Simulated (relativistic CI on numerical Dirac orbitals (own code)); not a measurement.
## Calculated levels, Fe⁹⁺

Computed by Dirac-Coulomb-Breit CI, orbitals from a KLI potential per configuration, model QED (radiative potential, 1s self-energy scaled to tabulated hydrogen-like ionisation energies), valence Slater integrals scaled by 0.9, P86 correlation estimate, and configurations built on the next ion tied to the tabulated ionisation energy (semi-empirical) (own radial code, finite nucleus).

Configuration list (outside the closed core [Ne]): 3s2 3p5, 3s2 3p4 3d, 3s2 3p4 4s, 3s2 3p4 4p, 3s2 3p4 4d, 3s2 3p4 5s, 3s2 3p4 4f, 3s 3p6, 3s2 3p3 3d2, 3s 3p5 3d, 3p5 3d2, 3p6 3d, 3s 3p4 3d2, 3s2 3p3 3d 4s, 3s2 3p3 3d 4p, 3p6 4s, 3p6 4p, 3s 3p5 4s, 3s 3p4 3d 4s, 3s 3p4 3d 4p, 3s 3p5 4p, 3p5 3d 4s, 3s2 3p4 5p, 3s2 3p3 4s2. Levels of other configurations are missing.

The lowest level is 3s2 3p5 2P°_3/2, with 97 % of that term; Hund's rules for 3s2 3p5 give 2P° with J = 3/2, in agreement.

```
No.  Configuration  Term    J  E (cm⁻¹)   %  Landé g  Lifetime (s)
  1        3s2 3p5   2P°  3/2         0  97    1.333              
  2        3s2 3p5   2P°  1/2     15672  97    0.665      1.45e-02
  3        3s 3p6‡    2S  1/2    295992  72    2.001      2.02e-10
  4     3p4(3P) 3d    4D  5/2    380112  94    1.365      1.95e-07
  5     3p4(3P) 3d    4D  7/2    380121  96    1.423      1.98e-02
  6     3p4(3P) 3d    4D  3/2    381362  94    1.196      1.97e-07
  7     3p4(3P) 3d    4D  1/2    382934  95    0.038      1.30e-07
  8     3p4(3P) 3d    4F  9/2    408659  94    1.322      9.08e-02
  9     3p4(1D) 3d    2P  1/2    409735  93    0.675      5.88e-09
 10     3p4(3P) 3d    4F  7/2    413729  90    1.224      6.22e-02
 11     3p4(3P) 3d    4F  5/2    417708  96    1.032      2.48e-08
 12     3p4(1D) 3d    2P  3/2    417717  80    1.370      3.09e-09
 13     3p4(3P) 3d    4F  3/2    419285  89    0.440      1.20e-07
 14     3p4(3P) 3d    4P  1/2    422121  96    2.616      3.06e-09
 15     3p4(1D) 3d    2D  3/2    423676  72    0.953      3.16e-09
 16     3p4(3P) 3d    4P  3/2    427577  65    1.506      3.50e-08
 17     3p4(3P) 3d    4P  5/2    429697  85    1.541      1.60e-08
 18     3p4(3P) 3d    2F  7/2    431076  70    1.096      1.42e-02
 19     3p4(1D) 3d    2D  5/2    432701  81    1.238      7.42e-09
 20     3p4(1D) 3d    2G  7/2    442611  73    0.955      1.49e-02
 21     3p4(1D) 3d    2G  9/2    442892  94    1.121      1.29e-02
 22     3p4(3P) 3d    2F  5/2    443536  94    0.874      7.57e-08
 23     3p4(1D) 3d    2F  5/2    469685  95    0.867      6.34e-09
 24     3p4(1D) 3d    2F  7/2    473592  97    1.142      5.24e-03
 25     3p4(1S) 3d    2D  3/2    503030  96    0.800      9.99e-10
 26     3p4(1S) 3d    2D  5/2    507651  94    1.196      1.44e-07
 27     3p4(1D) 3d    2S  1/2    534781  71    1.994      6.07e-12
 28     3p4(3P) 3d    2P  3/2    563352  92    1.295      6.39e-12
 29     3p4(3P) 3d    2P  1/2    569333  98    0.675      6.58e-12
 30     3p4(3P) 3d    2D  5/2    569986  98    1.199      5.40e-12
 31     3p4(3P) 3d    2D  3/2    583769  92    0.834      5.51e-12
 32     3s 3p5 3d‡   4P°  1/2    694338  83    2.664      2.38e-10
 33     3s 3p5 3d‡   4P°  3/2    696845  83    1.730      2.36e-10
 34     3s 3p5 3d‡   4P°  5/2    701406  82    1.597      2.34e-10
 35     3s 3p5 3d‡   4F°  9/2    726548  86    1.333      1.34e-10
 36     3s 3p5 3d‡   4F°  7/2    729258  82    1.242      1.33e-10
 37     3s 3p5 3d‡   4F°  5/2    732285  82    1.038      1.31e-10
 38     3s 3p5 3d‡   4F°  3/2    735142  83    0.419      1.30e-10
 39     3s 3p5 3d‡   4D°  7/2    754103  77    1.412      1.36e-10
 40     3s 3p5 3d‡   4D°  1/2    755512  80    0.012      1.34e-10
 41     3s 3p5 3d‡   4D°  5/2    755998  77    1.357      1.34e-10
 42     3s 3p5 3d‡   4D°  3/2    756181  78    1.183      1.34e-10
 43     3s 3p5 3d‡   2F°  7/2    762991  74    1.153      3.22e-10
 44     3s 3p5 3d‡   2D°  5/2    767611  42    1.042      2.71e-10
 45     3s 3p5 3d‡   2D°  3/2    772796  73    0.845      1.63e-10
```

Energies count from the lowest computed level; ° marks odd parity; lifetimes are radiative, by E1, M1, E2, M2, E3 decay to levels of this space only. Percentages are summed over parent terms; the parents shown are those of the largest component, closed shells are left out there. ‡ marks configurations that were not tied to measured data.

The mean weight of the leading LS term, summed over parents, in these 45 levels is 85 %, and that of the leading jj configuration (from the same eigenvectors) 54 %, so LS coupling describes them better.

Configurations that consist of the next ion and one excited electron were tied to the tabulated ionisation energy; Rydberg ones are usually within 1,000 to 3,000 cm⁻¹ and the lowest ones within about 6,000 (9,000 in d shells), while levels on excited terms of the next ion carry the error of that term, and the other configurations can be misplaced by 10,000 cm⁻¹ or more. Rates follow the energies as ν³ (E1, M1) or ν⁵ (E2), so rates, branching and lifetimes can be off by large factors.
